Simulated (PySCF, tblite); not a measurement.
A set of runs on `CBCC[AsH]C`; the geometry of each is named by its level. Settings lines and outputs come from a driver script.

Species: C4H12AsB.
SMILES with atom numbers: `[CH3:1][BH:2][CH2:3][CH2:4][AsH:5][CH3:6]` (hydrogens: H7, H8, H9 on C1; H10 on B2; H11, H12 on C3; H13, H14 on C4; H15 on As5; H16, H17, H18 on C6)

Step 1: GFN2-xTB geometry optimisation, gas phase (tblite 0.8.0) (from a force-field or distance-geometry start)
```json
{"job": {"kind": "relax", "xc": "GFN2-xTB", "basis": "xTB"}, "charge": 0, "multiplicity": 1}
```
```
step      E/eV     max force
  0    -495.36244    3.018
  1    -495.71629    2.253
  2    -496.04551    0.947
...
189    -496.65242    0.028
190    -496.65250    0.022
191    -496.65257    0.017
192    -496.65261    0.012
193    -496.65264    0.010
```

Energy lowered by 29.8 kcal/mol over 193 steps; largest atomic force 0.010 eV/Å at the end. «max force» is the largest atomic force in eV/Å.

Time: 1.2 s of wall time. Hardware: one thread, Arm Neoverse V1 (aarch64), shared host with 32 logical CPUs at a one-minute load of 3.8.

Step 2: GFN2-xTB harmonic vibrations, gas phase (tblite 0.8.0) (on the GFN2-xTB geometry)
```json
{"job": {"kind": "ir", "xc": "GFN2-xTB", "basis": "xTB"}, "charge": 0, "multiplicity": 1}
```
```
(table of modes left out)
```

48 modes from 50 to 3030 cm⁻¹ (unscaled, harmonic); zero-point energy 91.7 kcal/mol; all wavenumbers are real at this level.

The run took 0.56 s of wall time on Arm Neoverse V1, one thread (shared host).

Step 3: TDDFT wB97X-D/def2-SVPD, vertical, gas phase, core orbitals frozen in the response (PySCF 2.14.0, density-fitted response routines) (on the GFN2-xTB geometry)
```json
{"job": {"kind": "uv", "xc": "wB97X-D", "basis": "def2-SVPD", "nstates": 8, "ntriplets": 3}, "charge": 0, "multiplicity": 1}
```
```
...
Static polarisability (au): isotropic 95.051, principal 82.757 95.073 107.323
Singlet excitations
state   eV       nm        f      main configurations
  1   6.0114    206.2   0.05132   H->L 0.89
  2   6.2148    199.5   0.00122   H-1->L 0.66, H-2->L 0.23
  3   6.4543    192.1   0.07606   H->L+2 0.77, H->L+3 0.09
  4   6.4768    191.4   0.01408   H-3->L 0.41, H-2->L 0.38
  5   6.5611    189.0   0.06567   H->L+3 0.34, H->L+1 0.33, H->L+2 0.09
  6   7.0214    176.6   0.22774   H->L+4 0.68, H->L+5 0.20, H->L+6 0.09
  7   7.6173    162.8   0.00112   H-3->L 0.30, H-2->L 0.26, H-1->L 0.25
  8   7.7347    160.3   0.00815   H->L+1 0.35, H->L+3 0.29, H->L+7 0.10
Triplet excitations (Tamm-Dancoff, eV): 5.4716 5.5509 5.7135
```

HOMO -8.57 eV, LUMO 1.17 eV; lowest singlet 6.01 eV; lowest triplet 5.47 eV (Tamm–Dancoff); mean polarisability 95.1 au.

The run took 2.3 min of wall time (with the writing of density and orbital grids) on one thread, Arm Neoverse V1 (aarch64), shared host with 32 logical CPUs at a one-minute load of 24, and the process peaked at 0.98 GiB of memory.

Geometry of the electronic-property runs (GFN2-xTB):
```
atom  x, y, z in Å
C1    -2.081    1.179   -0.217
B2    -1.110    0.111   -0.848
C3    -0.571   -1.098    0.005
C4     0.766   -1.708   -0.419
As5    2.368   -0.663    0.117
C6     1.806    1.097   -0.563
H7    -3.099    0.955   -0.542
H8    -2.089    1.198    0.870
H9    -1.878    2.188   -0.571
H10   -0.903    0.141   -2.005
H11   -1.343   -1.873   -0.105
H12   -0.534   -0.875    1.077
H13    0.883   -2.707    0.018
H14    0.801   -1.832   -1.505
H15    1.867   -0.406    1.520
H16    2.018    1.157   -1.631
H17    0.737    1.249   -0.414
H18    2.355    1.895   -0.065
```

 (This holds for the electronic-property runs.)

One conformer stands for the species.

The pairwise dispersion term of wB97X-D wasn't added to the energies; at a given geometry it leaves orbitals and properties as they are.
